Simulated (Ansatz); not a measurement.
Two isomers of C3H7BO: A = `BCC(C)=O`, B = `CB1OC1C`.

Isolated molecules relaxed with PBE0-D4/def2-TZVP in Ansatz; ΔE leaves out vibrations. CCSD(T)/CBS adds triple-zeta CCSD(T) − MP2 to the extrapolated MP2 energy (def2 sets, frozen cores). Functionals use def2-TZVPP. B3LYP here is the variant with VWN-RPA as its local correlation; programs differ in this. One conformer a species, not always the lowest.

(1) Which is lower in electronic energy at CCSD(T)/CBS, and by how much? (Estimate.)

(2) Give E(B) − E(A) in kcal/mol with PBE0-D4, B2PLYP, B3LYP-D4, ωB97M-V, CCSD/def2-TZVPP, BLYP-D4, r2SCAN-D4. (Estimate.)

(3) Does the order hold for the free energy at 298.15 K (harmonic terms from PBE0-D4)? (Estimate.)

Largest T1 diagnostic: 0.014.

Answers

(1) The calculation gave: B, by 22.5 kcal/mol.

(2) Computed: PBE0-D4 -24.1, B2PLYP -22.2, B3LYP-D4 -21.1, ωB97M-V -23.0, CCSD/def2-TZVPP -21.6, BLYP-D4 -20.8, r2SCAN-D4 -23.8. None reverses the order clearly.

(3) The calculation gave: Yes: G(B) − G(A) = -19.4 kcal/mol, for one conformer each.

Leaving LDA and LC-ωPBE aside and taking each functional with its dispersion term where it has one, the values, not all of them listed here, spread over 4.6 kcal/mol, from PBE-D4 to BHLYP-D4. LDA lies −3.3 kcal/mol from PBE without D4. From BLYP to BHLYP (50 % exact exchange), in def2-TZVPP and without D4, E(B) − E(A) moves by +1.4 kcal/mol.
